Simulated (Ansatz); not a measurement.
Total energies of `CC(C)[O][Cd][O]C(C)C`.

Cartesian coordinates in Å:
```
C -0.035 1.277 2.428
C -1.327 1.768 1.798
C -2.482 0.829 2.100
O -1.183 1.994 0.423
Cd -0.746 0.486 -0.768
O -0.463 -0.921 -2.119
C 0.822 -1.439 -2.317
C 1.790 -0.379 -2.814
C 1.350 -2.133 -1.073
H -0.114 1.201 3.516
H 0.216 0.277 2.047
H 0.787 1.953 2.185
H -1.565 2.749 2.237
H -2.660 0.734 3.175
H -3.398 1.189 1.626
H -2.267 -0.176 1.712
H 0.717 -2.198 -3.108
H 1.955 0.379 -2.036
H 2.765 -0.805 -3.067
H 1.387 0.119 -3.698
H 0.634 -2.877 -0.720
H 2.307 -2.629 -1.257
H 1.509 -1.400 -0.270
```

Charge 0, multiplicity 1. Correlated methods include outer-core shells of Cd, which these sets cover unevenly. Cd takes the def2 core potential. All single points use the PBE0-D4/def2-TZVP geometry. It is one conformer, not always the lowest. Basis def2-TZVPP, Ansatz.

RPA on PBE orbitals: Hartree–Fock energy of these orbitals -551.97279 Eh, correlation -3.45681 Eh (frozen core).

```
             functional  energy without D4 (Eh)  D4 term (kJ/mol)
            LDA (SPW92)              -551.83745                 –
                    PBE              -554.94926             -53.2
                 revPBE              -555.36043            -167.5
                   BLYP              -555.23175            -116.2
                 r2SCAN              -555.27970             -14.3
                 B97M-V              -555.40277                 –
                   PBE0              -554.97614             -45.3
                  B3LYP              -555.50765             -84.7
                r2SCANh              -555.24450             -15.1
                r2SCAN0              -555.19457             -16.5
HSE06 (plane-wave form)              -554.95344             -42.1
                  BHLYP              -555.11235             -62.6
              CAM-B3LYP              -555.22176             -45.8
                LC-ωPBE              -555.23013                 –
                ωB97X-V              -555.29877                 –
                ωB97M-V              -555.19581                 –
                 B2PLYP              -555.03270                 –
               PBE-QIDH              -554.88298                 –
```

B3LYP takes the VWN-RPA correlation (the form of Gaussian; ORCA's B3LYP/G). HSE06 is the plane-wave form, built on full-range PBE exchange. The double hybrids freeze the cores in their second-order part.

LC-ωPBE has ω = 0.4 bohr⁻¹.
